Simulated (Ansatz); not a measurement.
Input for Ansatz (an electronic-structure program): R-CCSD(T)/cc-pV(D+d)Z on AlFH4N2 (SMILES [NH2][Al]([NH2])[F]), a point of a torsion scan. Files ending in .json are basis or fitting sets from the Basis Set Exchange.

Ansatz 0.2 input:
```yaml
crystal:
  periodic: [false, false, false]
  atoms:
    - {symbol: N, position_ang: [1.58371892, -0.27493856, 0.23820215]}
    - {symbol: Al, position_ang: [-0.10382984, 0.26511645, 0.19239609]}
    - {symbol: N, position_ang: [-1.28031640, 0.03988182, 1.49878831]}
    - {symbol: F, position_ang: [-0.61983687, 1.03828500, -1.17423548]}
    - {symbol: H, position_ang: [2.03015835, -0.75608461, 1.00280395]}
    - {symbol: H, position_ang: [2.24557517, -0.14004381, -0.51298622]}
    - {symbol: H, position_ang: [-2.24029546, 0.35220023, 1.46089331]}
    - {symbol: H, position_ang: [-1.10379895, -0.41115117, 2.38245834]}
basis:
  gaussian:
    orbitals: cc-pV_D+d_Z.json
magnetization: {spin_polarized: false}
correlation: {method: ccsd_t, electrons: outside_noble_gas}
scf: {lower_state_search: off}
```

The log:

```
WARN ansatz: RAYON_NUM_THREADS=1 ignored (pool sized by the plan → 1); use --threads N
Functional definition: HF
these checks for a lower state are left out or cut short: stability, starts, cluster_reference, orbital_swaps, neighbouring_geometries, increment
integrals: 0.08 GiB planned
818 factors; integrals over basis functions are off by at most 1.3e-3 eV
mean field: 0.17 GiB planned
mean field evaluation 1: about -12315.7194 eV, gradient 4.8e1 eV
mean field evaluation 2: about -12315.7201 eV, gradient 4.8e1 eV
mean field evaluation 4: about -12320.1133 eV, gradient 2.4e0 eV
mean field evaluation 8: about -12320.1388 eV, gradient 2.5e-1 eV
mean field -12320.13897229 eV, -452.7567563416 hartree, gradient 9.2e-7 eV, S^2 0.000000; 0 other end points of the search recorded, 0 dependent functions left out
8 core orbitals not correlated
reference -12320.13897229 eV, -452.7567563416 hartree; 12, 12 occupied and 65, 65 virtual orbitals, 818 factors
second order -16.17366015 eV of doubles, -0.00000000 eV of singles
coupled cluster: 0.24 GiB planned
cycle   1  -16.43915002 eV  change   -2.7e-1 eV  update   8.4e-2
cycle   2  -16.76344556 eV  change   -3.2e-1 eV  update   2.5e-2
cycle   3  -16.86431053 eV  change   -1.0e-1 eV  update   1.4e-2
cycle   4  -16.86117899 eV  change    3.1e-3 eV  update   2.9e-3
cycle   5  -16.85834163 eV  change    2.8e-3 eV  update   1.1e-3
cycle   6  -16.85848198 eV  change   -1.4e-4 eV  update   3.7e-4
cycle   7  -16.85839881 eV  change    8.3e-5 eV  update   1.0e-4
cycle   8  -16.85835819 eV  change    4.1e-5 eV  update   3.5e-5
cycle   9  -16.85835624 eV  change    2.0e-6 eV  update   1.3e-5
perturbative correction -0.34123463 eV, -0.0125401414 hartree
Total energy: -12337.33856316 eV, -453.3888296476 hartree
Checks for a lower state left out: stability, starts, cluster_reference, orbital_swaps, neighbouring_geometries, increment
```

The run converged.

Cost: roughly 4 core-seconds.
